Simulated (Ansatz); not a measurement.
Job for Ansatz (a first-principles code): U-PBE0/def2-TZVPP on NaB+, 2S+1 = 2, a spin state set in the input, which need not be the lowest, a point of a bond scan (R = 2.871 Å). Charge +1.

Ansatz 0.2 input:
```yaml
crystal:
  periodic: [false, false, false]
  atoms:
    - {symbol: B, position_ang: [0.00000000, 0.00000000, 0.00000000]}
    - {symbol: Na, position_ang: [0.00000000, 0.00000000, 2.87148400]}
basis:
  gaussian:
    orbitals: def2-TZVPP
    pivot_positions_ang: [[0.00000000, 0.00000000, 0.00000000], [0.00000000, 0.00000000, 2.87148400]]
hamiltonian:
  xc: {name: PBE0}
total_charge: 1
magnetization: {spin_polarized: true, initial_magnetization: 1}
output: {forces: true, orbitals: {seedname: ./end}}
```

The head of its log:

```
WARN ansatz: RAYON_NUM_THREADS=2 ignored (pool sized by the plan → 2); use --threads N
Functional definition: PBE0
integrals: 0.01 GiB planned
455 factors; their error is unknown
mean field: 0.17 GiB planned
mean field evaluation 1: about -5077.4261 eV, gradient 9.4e0 eV
mean field evaluation 2: about -5078.1190 eV, gradient 3.7e0 eV
```

Question: Give the final energy of this run.

Answer: -186.6218 hartree.
